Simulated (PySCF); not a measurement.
# Deuteron quadrupole couplings in `CCCS(=O)(=O)O`

Compound: C₃H₈O₃S.
Geometry (PBE0-D3(BJ)/def2-TZVP, Å), atoms numbered from 1 in this order:
```xyz
15
C3H8O3S angstrom
C     -1.9100    0.3879   -0.2894
C     -0.9744   -0.7782   -0.0176
C      0.4809   -0.5274   -0.3918
S      1.2899    0.5910    0.7219
O      0.8050    1.9131    0.5152
O      1.3216    0.0105    2.0308
O      2.7845    0.5583    0.1560
H     -1.8669    0.6886   -1.3395
H     -1.6552    1.2596    0.3132
H     -2.9402    0.1062   -0.0643
H     -1.2979   -1.6504   -0.5934
H     -1.0213   -1.0714    1.0350
H      0.5846   -0.0923   -1.3884
H      1.0649   -1.4486   -0.3458
H      3.3202    0.0367    0.7680
```

Level: PBE0/pcSseg-2 (PySCF, non-relativistic); Q(2H) = 0.00286 b; rigid geometry, the same for H and D, with no vibrational averaging.

Question: Rank these positions by the coupling χzz of a deuteron there, largest first.
A. H10 (methyl hydrogen)
B. H15 (hydroxyl hydrogen)
C. H12 (methylene hydrogen)

Answer: B (292 kHz), A (193 kHz), C (184 kHz).

Tabulate Vzz, the asymmetry η and χzz = 234.96 MHz × Q × Vzz for every hydrogen position.

```json
{"atom": "H8", "bonded to": "C1", "bond length (Å)": "1.093", "Vzz (au)": "0.2842", "η": "0.03", "χzz (kHz)": "191"}
{"atom": "H9", "bonded to": "C1", "bond length (Å)": "1.090", "Vzz (au)": "0.2812", "η": "0.04", "χzz (kHz)": "189"}
{"atom": "H10", "bonded to": "C1", "bond length (Å)": "1.091", "Vzz (au)": "0.2867", "η": "0.03", "χzz (kHz)": "193"}
{"atom": "H11", "bonded to": "C2", "bond length (Å)": "1.094", "Vzz (au)": "0.2789", "η": "0.04", "χzz (kHz)": "187"}
{"atom": "H12", "bonded to": "C2", "bond length (Å)": "1.094", "Vzz (au)": "0.2745", "η": "0.03", "χzz (kHz)": "184"}
{"atom": "H13", "bonded to": "C3", "bond length (Å)": "1.092", "Vzz (au)": "0.2761", "η": "0.03", "χzz (kHz)": "186"}
{"atom": "H14", "bonded to": "C3", "bond length (Å)": "1.092", "Vzz (au)": "0.2784", "η": "0.04", "χzz (kHz)": "187"}
{"atom": "H15", "bonded to": "O7", "bond length (Å)": "0.966", "Vzz (au)": "0.4343", "η": "0.11", "χzz (kHz)": "292"}
```

Average by the element that carries the hydrogen.

on C: 188 kHz over 7 positions, mean bond length 1.092 Å; on O: 292 kHz over 1 position, mean bond length 0.966 Å.

A static deuteron (I = 1) shows a doublet split by (3/2)χ, (3/4)χ(1 + η) and (3/4)χ(1 − η) with the field along z, y and x of the gradient. What are these for H9?

With |χ| = 189.0 kHz and η = 0.037: 284, 147 and 137 kHz, to first order and without motion.

One conformer (not necessarily the lowest) at the PBE0-D3(BJ)/def2-TZVP geometry, without solvent, vibrations or thermal averaging.
